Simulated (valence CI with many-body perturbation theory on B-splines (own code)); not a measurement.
## Pt XLVI: one-electron terms

Method: relativistic CI+MBPT: five valence electrons over a frozen Dirac-Fock core [Ar] 3d10, a basis of 9 s, 9 p, 8 d, 6 f, 3 g, 1 h functions for each j, with the one-electron correlation potential Σ1, the two-electron term Σ2, the three-electron term Σ3, Breit, model QED; selected CI, second order for the rest (own B-spline code, finite nucleus).

The last digits are not significant, and no measured levels were compared; by estimate large intervals hold to a few tenths of a per cent, small ones and those within an open d or f shell to about a per cent. Among the levels kept, up to 360 cm⁻¹ of a level comes from second order outside the variational space, and about a tenth of that is noise between levels of different J, which matters for small intervals.

These are the spectroscopic orbitals of the CI (the correlating ones are not listed), shaped by the core and the other valence electrons. h is the expectation value of the core's Dirac-Fock operator, without the valence repulsion; Σ1 is computed up to l = 3 at one energy for each symmetry, that of its lowest orbital but kept below the first core excitation, so for empty shells it is not the orbital's own correlation shift; Breit and QED include the response of the core.

```tsv
Orbital	h (hartree)	Σ1 (cm⁻¹)	Breit (cm⁻¹)	QED (cm⁻¹)	⟨r⟩ (bohr)
4s1/2	-104.05	-14847	17584	13344	0.3699
5s1/2	-62.432	-5389	7833	6088	0.6214
6s1/2	-41.628	-2616	4078	3239	0.9400
7s1/2	-29.737	-1492	2422	1935	1.323
4p1/2	-100.07	-15866	27474	770	0.3662
5p1/2	-60.484	-5815	12379	362	0.6241
6p1/2	-40.544	-2867	6558	198	0.9478
7p1/2	-29.073	-1649	3931	120	1.336
4p3/2	-95.105	-13402	15765	1837	0.3870
5p3/2	-58.142	-5196	7203	857	0.6507
6p3/2	-39.254	-2626	4244	468	0.9801
7p3/2	-28.288	-1531	2562	284	1.374
4d3/2	-89.031	-15504	12370	-605	0.3737
5d3/2	-55.22	-5858	5725	-263	0.6480
6d3/2	-37.634	-2970	3137	-141	0.9859
4d5/2	-87.965	-14540	7815	-51.3	0.3795
5d5/2	-54.703	-5505	3487	-5.7	0.6549
6d5/2	-37.343	-2794	1917	1.8	0.9942
4f5/2	-81.528	-14887	5118	-411	0.3445
5f5/2	-51.821	-4790	2186	-193	0.6319
4f7/2	-81.237	-14179	2175	-200	0.3468
5f7/2	-51.657	-4573	955	-87.4	0.6346
5g7/2	-50.132		218	-44.7	0.5785
5g9/2	-50.065		-1.9	1.5	0.5798
```

Among the shells of the start configuration 4s2 4p3, Σ1 is largest in size for 4p1/2, where it is 0.072 % of h.

Lowest root of each symmetry, sizes in configuration state functions:

| J | Parity | Roots | Reference | Variational | Second order | Change by selected CI (cm⁻¹) | Change by second order (cm⁻¹) |
| --- | --- | --- | --- | --- | --- | --- | --- |
| 1/2 | even | 8 | 59 | 39999 | 433175 | -13704 | -18 |
| 3/2 | even | 11 | 99 | 39998 | 855708 | -16325 | -106 |
| 5/2 | even | 10 | 111 | 39997 | 1123048 | -17274 | -146 |
| 7/2 | even | 6 | 93 | 39997 | 1123368 | -14873 | -191 |
| 9/2 | even | 3 | 64 | 39987 | 945419 | -15537 | -93 |
| 1/2 | odd | 5 | 24 | 39996 | 390353 | -16264 | -14 |
| 3/2 | odd | 8 | 39 | 39996 | 765247 | -15209 | -34 |
| 5/2 | odd | 7 | 39 | 39999 | 1191312 | -14683 | -134 |
| 7/2 | odd | 5 | 31 | 39968 | 1162467 | -29449 | -168 |
| 9/2 | odd | 2 | 16 | 39933 | 913534 | -24348 | -100 |
